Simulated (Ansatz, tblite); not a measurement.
Forces on CrF3 at its r2SCAN-D4/def2-TZVP geometry. The state is a quartet with charge 0.

The xTB rows come from tblite.

GFN1-xTB (tblite), largest force 1.40 eV/Å:

```xyz
4
positions Å, forces eV/Å
Cr    0.005    0.008    0.003   -0.034   -0.049   -0.021
F     1.432   -0.955   -0.117   -1.154    0.790    0.101
F    -0.519    0.946   -1.346    0.431   -0.755    1.101
F    -0.919    0.002    1.460    0.757    0.013   -1.181
```

GFN2-xTB (tblite), largest force 0.27 eV/Å:

```
Cr -0.041 -0.058 -0.026
F -0.207 0.166 0.026
F 0.093 -0.127 0.216
F 0.155 0.019 -0.217
```

PBE0-D4/def2-TZVP (Ansatz), largest force 0.13 eV/Å:

```
Cr -0.008 -0.011 -0.005
F -0.103 0.074 0.010
F 0.040 -0.066 0.100
F 0.070 0.004 -0.106
```
